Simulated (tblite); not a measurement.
C7H9NS.
Geometry (GFN2-xTB, Å), atoms numbered from 1 in this order:
```xyz
18
C7H9NS angstrom
C      2.1274   -1.0226   -0.7884
C      1.2262   -0.1375   -0.3674
C      1.2269    1.1778   -0.8882
N      1.2175    2.2441   -1.3107
C      0.1334   -0.4719    0.6304
C     -0.0832    0.6605    1.6340
C     -1.0941   -0.8066   -0.1812
C     -1.9355    0.3056   -0.6892
S     -1.4320   -2.3601   -0.5169
H      2.1319   -2.0342   -0.4196
H      2.8780   -0.7616   -1.5152
H      0.4387   -1.3786    1.1622
H     -0.3113    1.5987    1.1343
H     -0.9002    0.4093    2.3072
H      0.8190    0.8003    2.2261
H     -1.3228    1.0579   -1.1880
H     -2.4450    0.7976    0.1408
H     -2.6836   -0.0724   -1.3817
```

Level: GFN2-xTB in tblite, geometry and Hessian alike; calculated harmonic values, unscaled, isolated species. Against measured fundamentals such values can be off by several per cent, at times by over 20. One conformer, not necessarily the lowest.

Harmonic wavenumbers (cm⁻¹): 29.6, 53.7, 123.9, 150.7, 164.6, 220.9, 247.2, 264.6, 297.1, 317.4, 365.0, 461.4, 482.8, 601.6, 610.6, 701.2, 748.1, 800.4, 906.5, 928.7, 955.5, 975.3, 1022.7, 1060.4, 1106.1, 1201.2, 1211.5, 1250.9, 1277.6, 1326.0, 1380.7, 1395.0, 1411.4, 1450.5, 1456.8, 1496.1, 1500.0, 1656.1, 2369.3, 2953.5, 2984.7, 3001.6, 3033.7, 3038.5, 3048.8, 3051.1, 3108.1, 3139.0.

A = 1989, B = 1011, C = 901.9 MHz; mass 139.046 u (most abundant isotopes); point group C1, symmetry number 1.

Task: What is the zero-point energy?

Result: ½Σν̃ = 30669 cm⁻¹ = 87.69 kcal/mol.

Task: Entropy at 298.15 K, 1 bar (ideal gas, RRHO, classical rotation)?

Result: Translation 40.73, rotation 29.56, vibration 32.01: S = 102.3 cal/(mol K).

Task: And Cp and H(298.15 K) − H(0)?

Result: Cp = 38.98 cal/(mol K), of which vibrations give 31.03 (their classical limit is 48 R = 95.4); H(298.15 K) − H(0) = 7.26 kcal/mol without the zero-point energy, 4.89 from vibrations.

Task: Blend soft modes into free rotors: weight 1/[1 + (100 cm⁻¹/ν̃)⁴] for the oscillator and the rest for a rotor with moment μB/(μ + B), μ = h/(8π²ν), B = 10⁻⁴⁴ kg m². What vibrational entropy results?

Result: 28.98 cal/(mol K) in place of 32.01, which changes −T·S at 298.15 K by +0.90 kcal/mol.

Task: How do the functions run with temperature in this model?

Result: 
| T (K) | S (cal/(mol K)) | Cp (cal/(mol K)) | H − H(0) (kcal/mol) | G − H(0) (kcal/mol) | ln q(vib) |
| --- | --- | --- | --- | --- | --- |
| 150 | 80.7 | 25.2 | 2.49 | -9.62 | 3.65 |
| 250 | 95.8 | 34.6 | 5.49 | -18.47 | 6.52 |
| 400 | 115.0 | 47.8 | 11.68 | -34.32 | 10.63 |
| 600 | 137.2 | 61.6 | 22.71 | -59.59 | 15.81 |
| 900 | 164.9 | 75.1 | 43.38 | -105.05 | 22.95 |

q(vib) and H(0) count from the zero-point level.

Task: Which modes carry the vibrational entropy at 298.15 K?

Result: 29.6 cm⁻¹: 5.86; 53.7 cm⁻¹: 4.68; 123.9 cm⁻¹: 3.04; 150.7 cm⁻¹: 2.66; 164.6 cm⁻¹: 2.50; 220.9 cm⁻¹: 1.95 cal/(mol K); the other 42 give 11.33 together.

Hindered rotation and anharmonicity are outside this model. Other conformers, if any are populated, would add a mixing term that is left out. The structure is chiral; the term R ln 2 for an equal mix with its mirror image is left out.
